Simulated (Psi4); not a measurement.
# How methods differ on C2H8Ge (ethylgermane)

C2H8Ge: 11 atoms, total charge 0, spin state singlet. As SMILES, `C[CH2][GeH3]`. Geometry: optimised at PBE0/def2-TZVP.

Each level gives the HOMO–LUMO gap (eV). The values are calculated.

```json
{"level": "PBE-D4/def2-TZVPP (density fitting)", "kind": "GGA", "program": "Psi4", "value (eV)": "7.10", "CPU time": "70 s"}
{"level": "r2SCAN-D4/def2-TZVPP (density fitting)", "kind": "meta-GGA", "program": "Psi4", "value (eV)": "7.90", "CPU time": "2.6 min"}
{"level": "B3LYP-D4/def2-TZVPP (density fitting)", "kind": "global hybrid", "program": "Psi4", "value (eV)": "8.61", "CPU time": "63 s"}
{"level": "PBE0-D4/def2-TZVPP (density fitting)", "kind": "global hybrid", "program": "Psi4", "value (eV)": "9.10", "CPU time": "60 s"}
{"level": "wB97M-V/def2-TZVPP (density fitting)", "kind": "range-separated hybrid", "program": "Psi4", "value (eV)": "12.84", "CPU time": "3.1 min"}
```

All-electron rows without a relativistic Hamiltonian named are non-relativistic. The values span 7.10 to 12.84 eV. Orbital gaps aren't excitation energies; they tend to grow with the share of exact exchange. CPU times are rough (shared hosts, several kinds of processor): they show what a rung costs within a factor of a few.
